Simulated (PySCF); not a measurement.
Start geometry of `FC(F)(Cl)C(Cl)(Cl)Cl` (CF2Cl-CCl3) from GFN2-xTB (Å):
```
atom  x, y, z in Å
F1     1.477   -0.054   -1.044
C2     0.774   -0.055    0.104
F3     1.236    0.956    0.836
Cl4    1.136   -1.582    0.937
C5    -0.731    0.119   -0.156
Cl6   -0.993    1.674   -0.982
Cl7   -1.291   -1.212   -1.150
Cl8   -1.554    0.134    1.403
```

Task: What comes out of this run: PBE0-D3(BJ)/def2-TZVP geometry optimisation, gas phase in PySCF?

Result: 
```
atom  x, y, z in Å
F1     0.4444    1.7165   -0.1073
C2     0.6791    0.4233    0.0982
F3     1.1333    0.2785    1.3398
Cl4    1.9078   -0.1269   -1.0329
C5    -0.6593   -0.3704   -0.0541
Cl6   -1.7982    0.2760    1.1265
Cl7   -1.2891   -0.1441   -1.6784
Cl8   -0.3675   -2.0726    0.2674
```

The energy falls by 3.6 kJ/mol over 7 energy and gradient evaluations, the largest force component goes from 0.0267 to 4.3e-04 Eh/bohr, and the atoms move by 0.028 Å rms after alignment. The bond that changes most is C2–C5 (CF2 carbon to CCl3 carbon), which lengthens by 0.026 Å. Bonds longer at the end by more than 0.005 Å: 1 of 7; shorter: 4. Among the angles that change most is F1–C2–C5, from 111.5° to 109.1°. Rotational constants go from 1241, 921.1, 879.6 to 1241, 924.2, 881.0 MHz. The orientation of the end geometry is arbitrary; only internal coordinates are fixed.

The run used 272 basis functions and 61 SCF cycles in all.

PBE0-D3(BJ)/def2-TZVP frequencies: not computed here.
